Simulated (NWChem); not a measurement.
Species: CCl3 cation

```xyz
4

Cl    -1.5920     0.4266     0.0000
C      0.0000     0.0000     0.0000
Cl     0.4266    -1.5920     0.0000
Cl     1.1654     1.1654     0.0000
```
Atoms are numbered in this order, from 1.

All runs use the structure optimised with PBE0/def2-SVP.

**Question.** List the 6 lowest vertical singlet excitations from PBE0/aug-cc-pVDZ, full TDDFT (NWChem).

**Answer.** 
```csv
state,energy (eV),oscillator strength,leading excitation (squared amplitude)
S1,3.77,0.000,HOMO → LUMO (1.00)
S2,4.92,0.000,HOMO−3 → LUMO (1.00)
S3,4.92,0.000,HOMO−4 → LUMO (1.00)
S4,5.66,0.146,HOMO−1 → LUMO (0.96)
S5,5.66,0.146,HOMO−2 → LUMO (0.96)
S6,7.20,0.000,HOMO → LUMO+1 (0.99)
```
